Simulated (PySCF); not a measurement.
# How methods differ on the excitation energy of Zn⁺

Zn⁺ [Ar] 3d10 4s1 (2S) → Zn⁺ [Ar] 3d9 4s2 (2D), as a difference of total energies. Calculation: PySCF 2.14, in aug-cc-pVQZ-PP with ECP10MDF (7s7p6d4f3g2h, 135 functions); a scalar-relativistic core potential. Correlated levels: valence: 3s2 3p6 frozen. The calculations carry no spin-orbit coupling.

```csv
method,excitation energy (eV),error (eV)
UHF,6.724,-1.186
LDA,8.147,+0.237
PBE,7.825,-0.085
PBE0,7.694,-0.216
r2SCAN,7.530,-0.380
BHandHLYP,7.177,-0.733
MN15,10.082,+2.172
TPSSh,7.881,-0.029
MP2 (valence),8.492,+0.582
SCS-MP2 (valence),8.088,+0.178
```

Reference: 7.910 eV (measured; NIST levels, between the centres of gravity of the two terms).
